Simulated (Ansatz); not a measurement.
Two isomers of C2H7BSe: A = `CB(C)[SeH]`, B = `BC(C)[SeH]`.

Gas-phase electronic energies from Ansatz, PBE0-D4/def2-TZVP geometries. CCSD(T)/CBS adds triple-zeta CCSD(T) − MP2 to the extrapolated MP2 energy (def2 sets, frozen cores). Functionals use def2-TZVPP. B3LYP here is the variant with VWN-RPA as its local correlation; programs differ in this. For Se outer-core shells are correlated without core-valence functions, which leaves a few kJ/mol of doubt a bond. Scalar relativity is left out up to krypton. Each species was taken in one conformer, which may not be the lowest.

A:

```xyz
11

C     0.2108   -0.7891   -1.3195
B    -0.1501   -0.2641    0.1117
C     0.2261    1.1829    0.5718
Se   -1.0611   -1.5087    1.2816
H     0.0470   -1.8551   -1.4861
H    -0.3929   -0.2415   -2.0542
H     1.2531   -0.5558   -1.5625
H     0.0937    1.9066   -0.2390
H     1.2986    1.1930    0.8074
H    -0.3027    1.5431    1.4551
H    -1.2224   -0.6111    2.4338
```

B:

Z-matrix (Å, degrees):
```
C
C 1 1.518
Se 1 1.965 2 113.2
B 1 1.551 2 117.7 3 131.0
H 1 1.107 2 109.8 3 -116.6
H 2 1.092 1 111.9 3 59.1
H 2 1.092 1 110.7 3 -61.0
H 2 1.094 1 110.2 3 179.5
H 3 1.471 1 95.4 2 -51.6
H 4 1.196 1 121.0 2 -162.2
H 4 1.198 1 119.4 2 22.3
```

Task: Which isomer does CCSD(T)/CBS put lower? Give the gap. (Best estimate.)

Result: The calculation gave: A, by 191.6 kJ/mol.

Task: Give E(B) − E(A) in kJ/mol with PBE0-D4, CCSD(T)/def2-TZVPP, CCSD/def2-TZVPP, HF/def2-TZVPP, ωB97M-V, MP2/def2-TZVPP, B3LYP-D4. (An estimate is asked.)

Result: Ansatz gave: PBE0-D4 198.0, CCSD(T)/def2-TZVPP 190.2, CCSD/def2-TZVPP 188.9, HF/def2-TZVPP 181.3, ωB97M-V 191.4, MP2/def2-TZVPP 192.7, B3LYP-D4 191.1. None reverses the order clearly.

Largest T1 diagnostic: 0.011.

In def2-TZVPP, CCSD(T) changes the Hartree–Fock value by +8.9 kJ/mol (the triples alone add +1.3 kJ/mol) and MP2 by +11.5 kJ/mol.
